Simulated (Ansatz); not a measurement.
Results of the Gaussian-basis code of Ansatz.

A structure relaxed at PBE0-D4/def2-TZVP, charge 0, multiplicity 1:

| atom | x (Å) | y (Å) | z (Å) |
| --- | --- | --- | --- |
| C1 | -0.779 | 1.939 | 1.683 |
| C2 | -0.437 | 0.948 | 0.633 |
| C3 | 0.611 | 0.048 | 0.762 |
| C4 | 0.719 | -0.971 | -0.175 |
| C5 | 1.660 | -2.108 | -0.020 |
| O6 | -0.017 | -1.003 | -1.223 |
| B7 | -0.800 | 0.220 | -1.669 |
| O8 | -1.904 | -0.123 | -2.434 |
| Cl9 | 0.367 | 1.312 | -2.593 |
| O10 | -1.197 | 0.954 | -0.399 |
| H11 | -0.190 | 1.798 | 2.587 |
| H12 | -1.844 | 1.874 | 1.915 |
| H13 | -0.598 | 2.941 | 1.283 |
| H14 | 1.238 | 0.056 | 1.640 |
| H15 | 2.407 | -2.049 | -0.817 |
| H16 | 2.160 | -2.098 | 0.946 |
| H17 | 1.122 | -3.048 | -0.155 |
| H18 | -2.518 | -0.691 | -1.964 |

Question: Give its formula and SMILES.

Answer: C5H8BClO3, `CC1=CC(C)=[O+][B-](O)(Cl)O1`.

Question: Point group (tolerance 0.08 Å, 0.16 Å for H)?

Answer: Cs.

Question: Summarise the bond lengths by kind.

Answer: 4 × C–C 1.388 to 1.484 Å; 7 × C–H 1.079 to 1.094 Å; 2 × C–O 1.281 Å; 3 × B–O 1.386 to 1.520 Å; 1 × B–Cl 1.846 Å; 1 × H–O 0.959 Å.
